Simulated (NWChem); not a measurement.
System: SiPH4, doublet; SMILES [SiH3][PH]

Here is an NWChem input.

```
start job
memory heap 200 mb stack 700 mb global 900 mb
geometry units angstroms noautoz
  Si     0.029537     1.023528     0.001142
  P      0.081550    -1.237278     0.004284
  H     -0.695708     1.534618     1.206922
  H      1.426556     1.550042     0.016294
  H     -0.667664     1.530861    -1.222689
  H     -1.351680    -1.304413    -0.005614
end
basis spherical
  * library def2-tzvp
end
dft
  odft
  mult 2
  xc becke88 lyp
  iterations 150
  mulliken
end
task dft energy
```

NWChem printed, in part:

```
             Northwest Computational Chemistry Package (NWChem) 7.3.0
             --------------------------------------------------------

 C1  symmetry detected

                             Geometry "geometry" -> ""
                             -------------------------

 Output coordinates in angstroms (scale by  1.889725989 to convert to a.u.)

  No.       Tag          Charge          X              Y              Z
 ---- ---------------- ---------- -------------- -------------- --------------
    1 Si                  14.0000     0.02125874     1.05132355     0.00003021
    2 P                   15.0000     0.06838115    -1.20959186     0.00002481
    3 H                    1.0000    -0.69454151     1.56247588     1.21141454
    4 H                    1.0000     1.41948941     1.57479436     0.00619300
    5 H                    1.0000    -0.68326210     1.56169122    -1.21833490
    6 H                    1.0000    -1.36502547    -1.27361331    -0.00006769

 Effective nuclear repulsion energy (a.u.)      81.0436851267

                                 NWChem DFT Module
                                 -----------------

 Summary of "ao basis" -> "ao basis" (spherical)
 ------------------------------------------------------------------------------
       Tag                 Description            Shells   Functions and Types
 ---------------- ------------------------------  ------  ---------------------
 Si                        def2-tzvp                13       37   5s5p2d1f
 P                         def2-tzvp                13       37   5s5p2d1f
 H                         def2-tzvp                 4        6   3s1p

            General Information
            -------------------
          SCF calculation type: DFT
          Wavefunction type:  spin polarized.
          No. of atoms     :     6
          No. of electrons :    33
           Alpha electrons :    17
            Beta electrons :    16
          Charge           :     0
          Spin multiplicity:     2
          Use of symmetry is: off; symmetry adaption is: off
          Maximum number of iterations: 150
          AO basis - number of functions:    98
                     number of shells:    42
          Convergence on energy requested:  1.00D-06
          Convergence on density requested:  1.00D-05
          Convergence on gradient requested:  5.00D-04

              XC Information
              --------------
                    Becke 1988 Exchange Functional  1.000
              Lee-Yang-Parr Correlation Functional  1.000

             Grid Information
             ----------------
          Grid used for XC integration:  medium
          Radial quadrature: Mura-Knowles
          Angular quadrature: Lebedev.
          Tag              B.-S. Rad. Rad. Pts. Rad. Cut. Ang. Pts.
          ---              ---------- --------- --------- ---------
          Si                  1.10       88          10.0       590
          P                   1.00       88          10.0       590
          H                   0.35       45          11.0       434
          Grid pruning is: on
          Number of quadrature shells:   356
          Spatial weights used:  Erf1

      Superposition of Atomic Density Guess
      -------------------------------------

 Sum of atomic energies:        -631.48576161

      Non-variational initial energy
      ------------------------------

 Total energy =    -631.858578
 1-e energy   =   -1035.064014
 2-e energy   =     322.161751
 HOMO         =      -0.200727
 LUMO         =       0.061749

     ---------------------------------------------
      Total Density - Mulliken Population Analysis
     ---------------------------------------------

    Atom       Charge   Shell Charges
 -----------   ------   -------------------------------------------------------
    1 Si  14    13.79   2.00  0.59  1.39  0.89  0.47  4.11  1.73  0.51  1.38  0.53  0.08  0.10  0.01
    2 P   15    15.19   2.01  0.54  1.43  1.08  0.77  4.16  1.70  0.64  1.71  1.09  0.02  0.05  0.00
    3 H    1     1.03   0.22  0.54  0.26  0.01
    4 H    1     1.05   0.23  0.55  0.27  0.01
    5 H    1     1.03   0.22  0.54  0.26  0.01
    6 H    1     0.91   0.21  0.48  0.20  0.01

     --------------------------------------------
      Spin Density - Mulliken Population Analysis
     --------------------------------------------

    Atom       Charge   Shell Charges
 -----------   ------   -------------------------------------------------------
    1 Si  14     0.04   0.00  0.00 -0.00  0.00 -0.00  0.00 -0.00  0.00  0.00  0.00  0.01  0.03  0.00
    2 P   15     0.89   0.00  0.00 -0.00  0.00  0.00  0.02 -0.01  0.12  0.41  0.35  0.00  0.00  0.00
    3 H    1     0.03   0.01  0.02  0.01  0.00
    4 H    1     0.00   0.00  0.00  0.00 -0.00
    5 H    1     0.03   0.01  0.02  0.01  0.00
    6 H    1     0.00   0.00  0.00  0.00  0.00

[...]
```

Level: BLYP/def2-TZVP, spin-unrestricted. Geometry: optimised at PBE0/def2-SVP, spin-unrestricted. No stability test was run on the SCF state.
